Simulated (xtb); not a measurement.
1,1,2,2-tetrafluoroethane (C₂H₂F₄), SMILES FC(F)C(F)F. All values are semi-empirical tight-binding results from xtb (GFN2-xTB unless named), good for trends rather than for accurate numbers. The structure is a stationary point at GFN2-xTB. The values are those of a single conformer.

Optimised geometry:

Bond lengths (Å): F1–C2 1.346, C2–F3 1.346, C2–C4 1.541, C2–H7 1.100, C4–F5 1.346, C4–F6 1.346, C4–H8 1.100. Angles (°): F1–C2–F3 107.2, F1–C2–C4 109.4, F1–C2–H7 109.2, F3–C2–C4 109.4, F3–C2–H7 109.2, C4–C2–H7 112.2, C2–C4–F5 109.4, C2–C4–F6 109.4, C2–C4–H8 112.2, F5–C4–F6 107.2, F5–C4–H8 109.2, F6–C4–H8 109.2.
Charge 0, spin multiplicity 1.

Computed properties:
```json
{
  "point_group_as_xtb_finds_it": "C2h",
  "orbital_gap": "12.18 eV",
  "dipole_moment": "0.00 D",
  "zero_point_energy": "26.6 kcal/mol",
  "G − E(el) at 298.15 K (modified RRHO)": "8.1 kcal/mol",
  "static polarisability (D4 model)": "32.7 bohr³",
  "solvation energy, GFN2-xTB/ALPB(water)": "-1.8 kcal/mol",
  "solvation energy, GFN2-xTB/ALPB(methanol)": "-1.7 kcal/mol"
}
```

### Question
Give the IR lines (harmonic; lines under 4 % of the strongest left out, lines within 3 cm⁻¹ merged). (Estimate from the structure and the level; the computed values follow.)

### Answer
ν (cm⁻¹): 384 (m), 489 (w), 1083 (vs), 1088 (s), 1190 (w), 1233 (w), 2926 (w) (against the strongest line: vs over 80 %, s over 45 %, m over 15 %, w over 4 %, vw less)

Computed atomic charges and the Wiberg bond orders between heavy atoms:
charges (e) F1 -0.20, C2 0.30, F3 -0.20, C4 0.30, F5 -0.20, F6 -0.20, H7 0.10, H8 0.10. Bond orders F1–C2 0.97, C2–F3 0.97, C2–C4 0.94, C4–F5 0.97, C4–F6 0.97.
